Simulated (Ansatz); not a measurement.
Computed with Ansatz on PBE0-D4/def2-TZVP structures; ΔE is electronic, products minus reactants. CBS: MP2 limit from def2 TZ/QZ plus the TZ coupled-cluster correction, frozen cores. This one scheme is used for every species. DFT in def2-TZVPP. HSE06 is defined as in plane-wave codes. For Br outer-core shells are correlated without core-valence functions, which leaves a few kJ/mol of doubt a bond. Scalar relativity is left out up to krypton.

`F[Si](Cl)(Br)Br` + H–F → `F[Si](F)(Cl)Br` + HBr  (ligand exchange at the Si–Br bond)

```csv
level,ΔE (kJ/mol)
ωB97X-V,-60.4
HSE06,-52.9
```

What does CCSD(T)/CBS give? (Estimate.)

Computed: -53.5 kJ/mol. The listed levels differ from it by -6.9, 0.6 kJ/mol.

Largest T1 diagnostic among the species: 0.010.

Leaving LDA and LC-ωPBE aside and taking each functional with its dispersion term where it has one, the values, not all of them listed here, spread over 24.4 kJ/mol, from B97M-V to revPBE-D4. In def2-TZVPP, CCSD(T) changes the Hartree–Fock value by +17.4 kJ/mol (the triples alone add +3.4 kJ/mol) and MP2 by +26.7 kJ/mol.
